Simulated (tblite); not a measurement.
A tight-binding relaxation on `C1CP[C@H]([SiH3])[C@@H]1C`.

Computed with GFN2-xTB geometry optimisation, gas phase (tblite 0.8.0). Start geometry: from a force field or distance geometry. The input is one job of a driver script: a line of settings, then coordinates in Å.

Command:
```bash
OMP_NUM_THREADS=1 python probes_run.py task.json out
```

Input:
```
{"job": {"kind": "relax", "xc": "GFN2-xTB", "basis": "xTB"}, "charge": 0, "multiplicity": 1}
C     -1.144000     1.269300    -0.000100
C     -0.380900     0.220200    -0.807100
C     -1.118400    -1.129100    -0.816800
C     -0.950600    -1.795700     0.528900
P      0.767100    -1.373600     1.130300
C      1.035400    -0.134100    -0.285200
Si     2.227400     1.191600     0.235000
H     -0.675500     2.261100    -0.083100
H     -2.166400     1.366700    -0.389500
H     -1.233800     1.027700     1.069000
H     -0.300000     0.591200    -1.827500
H     -0.705500    -1.767400    -1.604200
H     -2.194700    -0.999000    -1.048000
H     -1.070700    -2.887400     0.450700
H     -1.683000    -1.419400     1.263800
H      0.365000    -0.429100     2.114500
H      1.536800    -0.714900    -1.066100
H      1.694800     1.952600     1.395900
H      3.554100     0.631500     0.608800
H      2.437500     2.148300    -0.872400
```

**Question.** Estimate the output.

**Answer.** 
```
step      E/eV     max force
  0    -587.19241    1.493
  1    -587.25670    0.483
  2    -587.26888    0.200
  3    -587.27479    0.196
  4    -587.28096    0.247
  5    -587.28611    0.199
  6    -587.28896    0.094
  7    -587.29073    0.100
  8    -587.29255    0.115
  9    -587.29445    0.110
... (53 lines left out)
 63    -587.31188    0.019
 64    -587.31193    0.021
 65    -587.31197    0.016
 66    -587.31200    0.017
 67    -587.31203    0.012
 68    -587.31206    0.016
 69    -587.31209    0.018
 70    -587.31213    0.016
 71    -587.31215    0.013
 72    -587.31217    0.009
```

«max force» is the largest atomic force in eV/Å.

**Question.** From which step on does the largest force stay under 0.1 eV/Å, and how much energy is left to gain from there?

**Answer.** From step 10 (0.089 eV/Å), 16.0 meV above the end.

Summary of the converged run: energy lowered by 2.8 kcal/mol over 72 steps; largest atomic force 0.009 eV/Å at the end.

**Question.** Give the final coordinates.

**Answer.** 0.099 Å rms from the input after alignment:
```
atom  x, y, z in Å
C1    -1.0726    1.2693   -0.0018
C2    -0.3526    0.1929   -0.8048
C3    -1.1471   -1.1158   -0.8236
C4    -0.9607   -1.8170    0.5243
P5     0.7296   -1.3465    1.1880
C6     1.0189   -0.1740   -0.2275
Si7    2.1923    1.2554    0.2367
H8    -0.5279    2.2098   -0.0499
H9    -2.0721    1.4326   -0.4009
H10   -1.1632    0.9776    1.0423
H11   -0.2239    0.5600   -1.8299
H12   -0.7562   -1.7547   -1.6190
H13   -2.2044   -0.9374   -1.0253
H14   -1.0190   -2.9021    0.4124
H15   -1.7234   -1.5206    1.2462
H16    0.2576   -0.3749    2.0859
H17    1.5413   -0.7798   -0.9824
H18    1.7237    1.9505    1.4374
H19    3.5206    0.6945    0.4804
H20    2.2338    2.1909   -0.8915
```
Labels such as C1 count atoms from 1, the log's own numbers from 0.
